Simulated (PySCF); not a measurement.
CH₅F₃Si₂, SMILES [SiH3]C([SiH2]F)(F)F. Geometry: PBE-D3(BJ)/def2-SVP. This is a generated structure with no PubChem entry under its InChIKey; it may be hypothetical. Other conformers were not sampled.

Computed equilibrium geometry at PBE-D3(BJ)/def2-SVP (PySCF confirms it by a frequency run) as bond lengths and angles, and its point group (one conformer of several):
point group Cs.
Atoms: F1 Si2 C3 F4 F5 Si6 H7 H8 H9 H10 H11. Bonds (Å): F1–Si2 1.636, Si2–C3 1.924, Si2–H7 1.498, Si2–H8 1.498, C3–F4 1.394, C3–F5 1.394, C3–Si6 1.940, Si6–H9 1.502, Si6–H10 1.499, Si6–H11 1.502. Bond angles (°): F1–Si2–C3 109.7, F1–Si2–H7 108.9, F1–Si2–H8 108.9, C3–Si2–H7 108.5, C3–Si2–H8 108.5, H7–Si2–H8 112.4, Si2–C3–F4 108.4, Si2–C3–F5 108.4, Si2–C3–Si6 117.6, F4–C3–F5 107.5, F4–C3–Si6 107.3, F5–C3–Si6 107.3, C3–Si6–H9 109.0, C3–Si6–H10 107.2, C3–Si6–H11 109.0, H9–Si6–H10 110.9, H9–Si6–H11 109.9, H10–Si6–H11 110.9.
